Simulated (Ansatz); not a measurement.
`FBN[SiH3]` + `[OH][InH][Br]` → `[SiH3][O][InH][Br]` + `NBF`  (ligand exchange at the Si–N bond)

Calculated with Ansatz (gas phase, PBE0-D4/def2-TZVP geometries, no zero-point term in ΔE). CBS: MP2 limit from def2 TZ/QZ plus the TZ coupled-cluster correction, frozen cores. This one scheme is used for every species. Functionals use def2-TZVPP. def2 core potentials past Kr. For Br, In outer-core shells are correlated without core-valence functions, which leaves a few kJ/mol of doubt a bond. Scalar relativity is left out up to krypton. Each species was taken in one conformer, which may not be the lowest.

CCSD(T)/CBS gives -15.8 kcal/mol.

Task: Another level gave -15.6 kcal/mol. Which?
A. RPA@PBE/def2-TZVPP
B. CAM-B3LYP-D4/def2-TZVPP
C. HF/def2-TZVPP
D. revPBE-D4/def2-TZVPP

Result: A. RPA@PBE/def2-TZVPP -15.6, revPBE-D4 -13.4, CAM-B3LYP-D4 -16.5, HF/def2-TZVPP -18.5 kcal/mol.

Task: What do rigid-rotor, harmonic-oscillator terms from PBE0-D4/def2-TZVP frequencies (298.15 K, 1 bar) make of the CCSD(T)/CBS value? (Estimate.)

Result: The calculation gave: ΔZPE = +0.4 kcal/mol, ΔH = -15.2 kcal/mol, ΔS = 7 J/(mol·K), ΔG = -15.7 kcal/mol. Modes under 50 cm⁻¹ make the entropy rough.

Largest T1 diagnostic among the species: 0.014.

In def2-TZVPP, CCSD(T) changes the Hartree–Fock value by +2.4 kcal/mol (the triples alone add +0.3 kcal/mol) and MP2 by +2.3 kcal/mol. At CCSD(T), def2-SVP lies −0.9 kcal/mol from the extrapolated value and def2-TZVPP −0.2 kcal/mol. From PBE to PBE0 (25 % exact exchange), in def2-TZVPP and without D4, ΔE moves by −1.0 kcal/mol.
